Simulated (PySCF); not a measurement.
Spin states and ions at one geometry of Au3

PySCF 2.14.0, UKS TPSS, Au def2-SVP with ECP60; non-relativistic Hamiltonian with scalar-relativistic core potentials where named; density fitting; no spin-orbit coupling; singlets restricted, open shells unrestricted. The geometry is relaxed for charge 0, doublet, vacuum:

```xyz
3

Au    0.0000    0.0000    2.5975
Au    0.0000    0.0000    0.0000
Au    0.0000    0.0000   -2.5975
```

Energies count from the relaxed state; an electron taken off or put on is at rest in vacuum. Charges and spins are Mulliken's.

| state | energy (eV) | spin squared | charge on Au1 (e) | spin on Au1 (e) | dipole about the centre of mass (D) |
| --- | --- | --- | --- | --- | --- |
| charge 0, doublet, vacuum | 0.00 | 0.75 | 0.13 | 0.46 | 0.00 |
| charge 0, quartet, vacuum | 2.69 | 3.75 | 0.14 | 1.09 | 0.00 |
| charge 0, sextet, vacuum | 7.86 | 8.76 | 0.19 | 1.50 | 0.00 |
| charge +1, singlet, vacuum | 8.58 | 0.00 | 0.55 | 0.00 | 0.01 |
| charge -1, singlet, vacuum | -3.43 | 0.00 | -0.32 | 0.00 | 0.00 |
| charge -1, triplet, vacuum | -1.30 | 2.00 | -0.25 | 0.86 | 0.00 |

Question: What does the state charge +1, triplet, vacuum give?

Answer: energy (eV) 8.99, spin squared 2.01, charge on Au1 (e) 0.52, spin on Au1 (e) 0.69, dipole about the centre of mass (D) 0.00.

With an electron taken off (singlet, the lower of the two states computed) the charges change, summed by element, by Au +1.00 e. The vertical ionisation energy is 8.58 eV, against −ε(HOMO) = 6.09 eV over both spins of the relaxed state. The level lies 2.5 eV too high, as is usual for semilocal functionals and global hybrids, which keep a self-interaction error.

With an electron put on (singlet, the lower of the two states computed) the charges change, summed by element, by Au -1.00 e. The vertical electron affinity is 3.43 eV, against −ε(LUMO) = 5.73 eV over both spins of the relaxed state. The basis has no diffuse functions, which an added electron needs.

Open shells may have lower solutions than those found. Hard to converge, so the more doubtful: charge +1, triplet, vacuum.

No frequency check is given that shows the relaxed geometry to be a minimum.
